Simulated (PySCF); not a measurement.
Diatomics with 94 electrons

r²SCAN in PySCF with def2-SVPD on every atom (core potentials on Hg, Pb, Bi), for the lowest determinant that a PBE0 search found; no spin–orbit coupling. All have 94 electrons, 6 of them in the valence shells, and the same state, a triplet (π ↑↑). For ions De leads to the atom and ion picked by measured ionisation energies and electron affinities.

| species | difference of nuclear charges | Re (Å) | ωe (cm⁻¹) | k (mdyn/Å) | De (eV) | dissociates to |
| --- | --- | --- | --- | --- | --- | --- |
| SiHg | 66 | 2.544 | 216 | 0.673 | 0.70 | Si + Hg |
| MgPb | 70 | 2.805 | 214 | 0.583 | 1.02 | Mg + Pb |
| NaBi | 72 | 3.011 | 182 | 0.406 | 1.15 | Na + Bi |
| HgP⁺ | 65 | 2.448 | 264 | 1.10 | 2.51 | Hg⁺ + P |
| MgBi⁺ | 71 | 2.837 | 221 | 0.619 | n/a | Mg + Bi⁺ |

(1) Which member of the whole set has the stiffest bond, and how does it compare with the softest?

These are scalar-relativistic numbers at best; spin–orbit coupling would shift them, the dissociation energy most. For an ion De counts to the pair picked by the measured ionisation energies or electron affinities, which need not be the lowest pair at this level. States were picked by a PBE0 search and need not be the measured ground states.

Results:

(1) HgP⁺ with k = 1.10 mdyn/Å, 2.7 times that of NaBi.
